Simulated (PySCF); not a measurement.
Geometry:
```json
{"atom": "B1", "x (Å)": "1.090", "y (Å)": "-0.097", "z (Å)": "0.029"}
{"atom": "P2", "x (Å)": "-0.738", "y (Å)": "0.060", "z (Å)": "-0.029"}
{"atom": "F3", "x (Å)": "-1.525", "y (Å)": "-0.725", "z (Å)": "-1.138"}
{"atom": "F4", "x (Å)": "-1.334", "y (Å)": "1.497", "z (Å)": "-0.244"}
{"atom": "F5", "x (Å)": "-1.554", "y (Å)": "-0.384", "z (Å)": "1.238"}
{"atom": "H6", "x (Å)": "1.264", "y (Å)": "-1.286", "z (Å)": "0.217"}
{"atom": "H7", "x (Å)": "1.375", "y (Å)": "0.625", "z (Å)": "0.967"}
{"atom": "H8", "x (Å)": "1.429", "y (Å)": "0.318", "z (Å)": "-1.064"}
```

Geometry: PBE0-D3(BJ)/def2-SVP; GIAO shifts from PySCF, gas phase, non-relativistic, averaged over equivalent atoms.

At KT3/pcSseg-2 (229 basis functions, 24 s wall time on 1 thread of an Arm Neoverse V1, shared host):
```tsv
atoms	δ (ppm)
B1	-54.6
P2	110.9
F3/F4/F5	-64.7
H6/H7/H8	1.08
```

Referencing at the same level of theory: BF3·OEt2 for ¹¹B (σ = 98.64 ppm); H3PO4 for ³¹P (σ = 321.56 ppm); ¹⁹F (σ = 146.91 ppm) against CFCl3; ¹H (σ = 31.35 ppm) against TMS.

Task: What do these become at BLYP/pcSseg-2?

Result: 
```json
{"atoms": "B1", "δ at BLYP/pcSseg-2": "-57.0", "change": "-2.4"}
{"atoms": "P2", "δ at BLYP/pcSseg-2": "123.2", "change": "+12.3"}
{"atoms": "F3/F4/F5", "δ at BLYP/pcSseg-2": "-59.9", "change": "+4.8"}
{"atoms": "H6/H7/H8", "δ at BLYP/pcSseg-2": "1.10", "change": "+0.02"}
```

Chemical shifts δ = σref − σ; BF3·OEt2 for ¹¹B (σref 91.12); H3PO4 for ³¹P (σref 271.26); ¹⁹F (σref 143.13) vs CFCl3; TMS for ¹H (σref 31.38), all at this level.

The largest change is at P2 (phosphorus bonded to B, 3 F). Cost: 229 basis functions, 23 s wall time on 1 thread of an Arm Neoverse V1, shared host.

Unscaled 19F shifts against computed CFCl3 carry errors that often reach 10 to 50 ppm. Experimental scales use liquid or dissolved standards, which lie at an offset from isolated H3PO4.
